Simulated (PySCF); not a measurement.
Compound: cis-Hf(H2O)2Cl4 (singlet state).
Bonds: Hf1–O2, Hf1–Cl5, Hf1–O6, Hf1–Cl9, Hf1–Cl10, Hf1–Cl11. Hydrogens: H3, H4 on O2; H7, H8 on O6.

Computed by this run: PBE0-D3(BJ)/def2-SVP geometry optimisation, gas phase, def2 core potentials past Kr (PySCF); density fitting, grid level 1; the optimiser is geomeTRIC in internal coordinates, started from a GFN2-xTB structure with every atom displaced at random (about 0.03 Å).

The end geometry, which sets the zero of energy:
```
atom  x, y, z in Å
Hf1    -0.5896   -0.1262   -0.5902
O2     -0.4347    0.1102    1.7094
H3     -0.5953   -0.6778    2.2459
H4     -0.8372    0.8796    2.1334
Cl5    -0.3362   -0.3654   -2.9235
O6      1.7099    0.1433   -0.4491
H7      2.0784    0.9633   -0.8046
H8      2.2768   -0.5988   -0.6981
Cl9    -2.9233   -0.3572   -0.3381
Cl10   -0.3672    2.2660   -0.3614
Cl11    0.1166   -2.3224    0.1072
```

Task: These geometries come from the run, each turned onto the end geometry. Order them by energy, lowest first.
A.
```
atom  x, y, z in Å
Hf1    -0.6098   -0.1295   -0.5949
O2     -0.3942    0.1281    1.6975
H3     -0.3924   -0.7348    2.1390
H4     -0.9332    0.7406    2.2126
Cl5    -0.2803   -0.5314   -2.8978
O6      1.6954    0.1281   -0.4108
H7      1.9630    1.0381   -0.6085
H8      2.3103   -0.4767   -0.8456
Cl9    -2.9535   -0.1737   -0.3454
Cl10   -0.3030    2.2676   -0.5073
Cl11   -0.0043   -2.3419    0.1919
```
B.
```
atom  x, y, z in Å
Hf1    -0.4415   -0.1770   -0.4905
O2     -0.3585    0.2033    1.7388
H3     -0.3460   -0.7160    2.0517
H4     -1.1495    0.6049    2.0383
Cl5    -0.2210   -0.5310   -2.8032
O6      1.7510    0.0993   -0.3527
H7      1.8999    1.0485   -0.4945
H8      2.1927   -0.3482   -1.1093
Cl9    -2.8097   -0.1291   -0.2071
Cl10   -0.2421    2.2251   -0.5786
Cl11   -0.1773   -2.3652    0.2380
```
C.
```
atom  x, y, z in Å
Hf1    -0.5767   -0.1339   -0.5799
O2     -0.3828    0.1618    1.7275
H3     -0.3538   -0.7175    2.1370
H4     -1.0866    0.6653    2.1583
Cl5    -0.2750   -0.5640   -2.8798
O6      1.7391    0.0951   -0.3980
H7      1.9459    1.0340   -0.5321
H8      2.2852   -0.4180   -1.0096
Cl9    -2.9200   -0.1281   -0.3078
Cl10   -0.2526    2.2651   -0.5164
Cl11   -0.0245   -2.3454    0.2316
```
D.
```
atom  x, y, z in Å
Hf1    -0.5875   -0.1203   -0.5892
O2     -0.4611    0.1141    1.7115
H3     -0.5510   -0.6876    2.2438
H4     -0.8824    0.8553    2.1643
Cl5    -0.3484   -0.3833   -2.9224
O6      1.7115    0.1370   -0.4659
H7      2.0847    0.9733   -0.7757
H8      2.2834   -0.5925   -0.7391
Cl9    -2.9247   -0.3401   -0.3553
Cl10   -0.3405    2.2707   -0.3806
Cl11    0.1140   -2.3121    0.1395
```
E.
```
atom  x, y, z in Å
Hf1    -0.4838   -0.1338   -0.5118
O2     -0.4485    0.1620    1.8045
H3     -0.4376   -0.7469    2.1525
H4     -1.2680    0.5784    2.1321
Cl5    -0.1909   -0.4881   -2.8328
O6      1.8209    0.0608   -0.4571
H7      2.0017    1.0115   -0.5857
H8      2.2494   -0.4025   -1.1869
Cl9    -2.8209   -0.0681   -0.1643
Cl10   -0.2974    2.3023   -0.6276
Cl11   -0.0269   -2.3611    0.3080
```

Result: D (0.003 eV), A (0.022 eV), C (0.040 eV), E (0.160 eV), B (0.353 eV).

In the order of the answer:

```json
{"step": "16", "E above end (eV)": "0.003", "largest force (eV/Å)": "0.06", "rms force component (eV/Å)": "0.017", "rms distance from end (Å)": "0.034", "rms bond change (Å)": "0.002", "bond most changed (Å)": "Hf1–Cl11 +0.004"}
{"step": "10", "E above end (eV)": "0.022", "largest force (eV/Å)": "0.14", "rms force component (eV/Å)": "0.038", "rms distance from end (Å)": "0.166", "rms bond change (Å)": "0.006", "bond most changed (Å)": "Hf1–Cl11 +0.015"}
{"step": "8", "E above end (eV)": "0.040", "largest force (eV/Å)": "0.10", "rms force component (eV/Å)": "0.033", "rms distance from end (Å)": "0.232", "rms bond change (Å)": "0.008", "bond most changed (Å)": "Hf1–O2 +0.018"}
{"step": "2", "E above end (eV)": "0.160", "largest force (eV/Å)": "0.64", "rms force component (eV/Å)": "0.213", "rms distance from end (Å)": "0.302", "rms bond change (Å)": "0.013", "bond most changed (Å)": "Hf1–Cl10 +0.033"}
{"step": "1", "E above end (eV)": "0.353", "largest force (eV/Å)": "2.45", "rms force component (eV/Å)": "0.748", "rms distance from end (Å)": "0.306", "rms bond change (Å)": "0.049", "bond most changed (Å)": "Hf1–O6 -0.105"}
```

The cost below is that of the whole optimisation. Time: 6.4 min wall; peak memory 0.59 GiB. Hardware: one thread of an Arm Neoverse V1, shared host with 32 logical CPUs at a one-minute load of 27.
